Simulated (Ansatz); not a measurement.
Basis sets compared for Ga3O8H7, a hydroxylated oxide cluster. Total charge 0; singlet. Geometry PBE-D4/def2-SVP. Ansatz on 4 threads of Arm Neoverse V1 on a shared host; times are rough, and most runs start from earlier orbitals.

```xyz
18

Ga    1.4964   -0.2522   -1.0381
Ga    0.0928    1.3264    0.9400
Ga   -1.4883   -0.9439    0.2302
O     3.2494   -0.1760   -0.6036
O    -2.3687   -1.9371    1.4560
O    -1.7874   -1.2321   -1.5435
O     0.3501   -0.5152    0.5243
O     0.3585    2.3002    2.4229
O     0.8297   -1.0022   -2.5215
O     1.0023    1.6948   -0.6947
O    -1.7586    1.0233    0.5678
H     3.7450   -0.8960   -1.0334
H    -1.7752   -2.1878    2.1886
H    -2.3521   -2.0130   -1.6898
H     1.2795    2.2550    2.7401
H    -0.1433   -1.1356   -2.3802
H     1.7269    2.3464   -0.7317
H    -2.4570    1.3450    1.1667
```

Binding counts from free atoms (Ga doublet, O triplet, H doublet) in the same basis, without a counterpoise term.

| level | functions | energy (Eh) | HOMO (eV) | LUMO (eV) | binding per atom (eV) | wall time |
| --- | --- | --- | --- | --- | --- | --- |
| PBE-D4/def2-SVP | 243 | -6378.2474 | -6.02 | -2.14 | 3.98 | 6 s |
| PBE0-D4/def2-SVP | 243 | -6378.3575 | -7.81 | -1.25 | 3.84 | 11 s |

Q: Estimate the rows for PBE-D4/def2-TZVP (with forces), PBE0-D4/def2-TZVP.

A: 
```csv
level,functions,energy (Eh),HOMO (eV),LUMO (eV),binding per atom (eV),wall time
PBE-D4/def2-TZVP (with forces),434,-6379.7333,-6.38,-2.41,3.95,15 s
PBE0-D4/def2-TZVP,434,-6379.8366,-8.08,-1.49,3.82,36 s
```
